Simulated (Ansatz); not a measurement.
Interaction energy ladder

The pair of HBr (SMILES Br, atoms 1–2) and SO$_{2}$ (SMILES O=S=O, atoms 3–5), both closed shells, in one local arrangement (a lower one may exist), relaxed at PBE0-D4/def2-TZVP:

```
5
angstrom
Br -0.0407 0.3346 -2.7266
H -0.2484 -0.1605 -1.4050
O 0.8000 0.9197 1.7255
S -0.0010 -0.2604 1.8098
O -0.5099 -0.8335 0.5962
```

Computed with Ansatz 0.2.0 (basis: def2-TZVPPD, with def2-QZVPPD for the basis limit); correlated methods freeze the cores. Filled d shells of the heavier atoms are correlated. The def2 sets are not built for correlating such inner shells, so the correlated values are less sure here. B3LYP uses VWN-RPA correlation. Extrapolation: Hartree–Fock as exp(−7.88 √X), correlation as X^−2.97. Interaction energies count from these two fragments, frozen as in the pair, with the counterpoise correction; negative means bound.

Q: What is the interaction energy by CCSD(T) at an estimated basis limit (MP2 extrapolated from triple and quadruple zeta, plus CCSD(T) − MP2 in triple zeta)? (An estimate is asked for; the value comes from the calculation.)

A: The calculation gives: -10.1 kJ/mol. Hartree–Fock alone gives -3.0 kJ/mol at the basis limit. It counts from the two fragments frozen as in the pair.

The same quantity by other methods in triple zeta, and each one's difference from that estimate:
| method | E_int (kJ/mol) | difference |
| --- | --- | --- |
| PBE-D4 | -11.2 | -1.1 |
| revPBE-D4 | -9.6 | 0.4 |
| BLYP-D4 | -10.3 | -0.3 |
| r2SCAN-D4 | -9.8 | 0.3 |
| B97M-V | -9.7 | 0.3 |
| PBE0-D4 | -10.8 | -0.8 |
| B3LYP-D4 | -10.8 | -0.8 |
| HSE06-D4 | -10.9 | -0.8 |
| wB97X-V | -9.2 | 0.9 |
| wB97M-V | -9.1 | 0.9 |
| B2PLYP | -7.3 | 2.8 |
| HF | -3.0 | 7.1 |
| MP2 | -9.5 | 0.5 |
| CCSD | -7.3 | 2.8 |
| CCSD(T) | -8.3 | 1.7 |
Differences are method less estimate.

Q: Which atoms make the shortest contact between the fragments?

A: H2 and O5, 2.13 Å apart.

Basis-set superposition shift (counterpoise-corrected less uncorrected): CCSD(T) 3.3; MP2 3.3; HF 0.5; PBE0-D4 0.5; wB97M-V 0.4 kJ/mol.

The T1 diagnostic stays at or below 0.022. The restricted Hartree–Fock reference is unstable towards an unrestricted one at one or more of these structures.

For scale, one of the runs: CCSD(T)/def2-TZVPPD, 205 basis functions, launched by `ansatz run in.yaml --threads 4 --pin off --events-out ev --progress --plain --max-ram 9574MiB`. The run took 90 s on 4 CPU threads of an Arm Neoverse V1 (shared host), with 2.7 GiB of host memory at its peak.
